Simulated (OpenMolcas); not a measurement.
# Re2+: effect of the level shift or regulariser

* Program: OpenMolcas 26.06
* Basis: ANO-RCC-VTZP [8s7p5d3f2g1h]
* Scalar Hamiltonian: DKH2, point nucleus
* Active space: 5 electrons in 5 orbitals (5d)
* State averaging: 2S+1 = 6 even, 1 root; 2S+1 = 4 even, 24 roots; 2S+1 = 2 even, 75 roots
* Spin-orbit coupling: state interaction with AMFI integrals over the reference wave functions, term energies averaged over their components

Methods on the same reference wave functions:
A. CASSCF
B. MS-CASPT2, IPEA 0.25 Eh, imaginary shift 0.1 Eh (closed shells correlated: 5s 5p)
C. MS-CASPT2, IPEA 0.25 Eh, real shift 0.2 Eh (closed shells correlated: 5s 5p)
D. MS-CASPT2, IPEA 0.25 Eh, sigma2 regulariser 0.3 Eh (closed shells correlated: 5s 5p)

Energies in eV above 5d5 6S 5/2, the measured ground level; measured values from the list in Brasseur, Gamrath and Quinet, At. Data Nucl. Data Tables 157, 101636 (2024).

```
               Level        A       B       C       D  Measured
          5d5 6S 5/2   0.0000  0.0000  0.0000  0.0000    0.0000
   5d5 4G 7/2 [72 %]   2.8156   2.376   2.385   2.382    2.0942
         5d5 4G 11/2   2.8728   2.480   2.485   2.481    2.2342
          5d5 4G 9/2   2.9349   2.538   2.543   2.540    2.2746
   5d5 4P 1/2 [61 %]   3.2574   2.669   2.687   2.683          
   5d5 4D 7/2 [75 %]   3.5392   2.916   2.940   2.944    2.5359
   5d5 4D 1/2 [64 %]   3.8762   3.248   3.272   3.272          
         5d5 2I 11/2   4.0347   3.597   3.600   3.598    3.2447
         5d5 2I 13/2   4.2990   3.882   3.884   3.882    3.5444
   5d5 2H 9/2 [52 %]   5.1102   4.473   4.480   4.474          
5d5 2F 5/2(2) [58 %]   5.5927   4.752   4.770   4.763          
         5d5 2H 11/2   5.6903   5.149   5.153   5.149          
5d5 2F 7/2(2) [53 %]   5.9016   5.075   5.091   5.085          
          5d5 2S 1/2   6.2465   5.231   5.249   5.234          
       5d5 2D 3/2(2)   6.9079   5.865   5.886   5.875          
5d5 2D 5/2(2) [73 %]   7.2029   6.194   6.214   6.205          
       5d5 2G 9/2(2)   7.6206   6.609   6.618   6.611          
       5d5 2G 7/2(2)   7.7520   6.749   6.759   6.752          
          5d5 2P 3/2   9.0094   7.554   7.582   7.572          
          5d5 2P 1/2   9.2786   7.843   7.872   7.862          
       5d5 2D 5/2(3)   9.9918   8.526   8.545   8.528          
       5d5 2D 3/2(3)  10.1827   8.719   8.739   8.724
```

Deviations, from unrounded energies. A percentage is the sum of absolute deviations over the sum of measured energies, with the sign that they share, or ± where signs differ.

| Against measurement | Levels | A | B | C | D |
| --- | --- | --- | --- | --- | --- |
| mean absolute deviation (cm-1) | 6 | 6100 | 2500 | 2600 | 2600 |
| other terms of the ground configuration (%) | 6 | +28.7 | +11.7 | +12.0 | +11.9 |

B, C, D lie about equally close to measurement and A furthest from it. The largest miss of B in the table is 5d5 4D 7/2 [75 %], by +3100 cm-1. The ranking rests on the paired levels alone, and a cruder setting can come out closer through cancelling errors.

Among B to D the level of the table that moves most is 5d5 2P 1/2, by 230 cm-1 (lowest in B, highest in C). Moves below CASPT2's spread within the term are not significant.

The mean deviations of B to D differ by less than CASPT2's widest spread within a term (430 cm-1), so their order carries little weight.

From A to B the spin-free energies of the other terms of 5d5 shown, above 6S, scale by factors of 0.80 to 0.89, as is usual when dynamic correlation screens the repulsion within a d or f shell.

The lowest spin-free term lies below A's lowest term by 0.307 hartree in B, 0.306 hartree in C, 0.307 hartree in D.

CASPT2 does not keep the components of a term degenerate, so their means are used; among the terms shown or strongly mixed into the levels shown the widest spread is 810 cm-1 (5d5 4F, D). Configurations with an s electron lie low in 5d ions of this charge, fall among these levels and mix in, so low-spin terms can stand far too high, up to twice their true height, and weights are not those of the real levels. Without dynamic correlation excited terms often stand tens of per cent too high (terms of higher spin than the ground term too low), and those without a measured partner can miss by more than the paired ones (holds for A). Some levels mix across a computed gap that differs much from the measured one, so their mixing is not that of the real levels (holds for A). Blocks of more than 70 roots (2S+1 = 2 even) ran without multistate coupling (holds for B; C; D). The CASPT2 spread within a term exceeds the gap to the next term for 5d5 4F and 5d5 2F(1), so the order of their levels is uncertain, and so are names and mixing where such terms share a J (holds for B; C; D). Some terms miss by over 15 % even with CASPT2, which points to a basis or an active space too small for the shells correlated (holds for C; D). Computed and measured levels are paired by configuration, term and J; levels that our copy of the source lacks, or whose pairing is in doubt (as where it misses far off the trend of its configuration), stay unpaired and out of the deviations. Only configurations of the active space appear. The table leaves out levels that lie high or whose names do not pair safely across all columns.

A share in square brackets marks a mixed level and gives the weight of the term that names it, the lowest over the columns. A number in round brackets counts repeated terms of one configuration in the order of the reference energies.
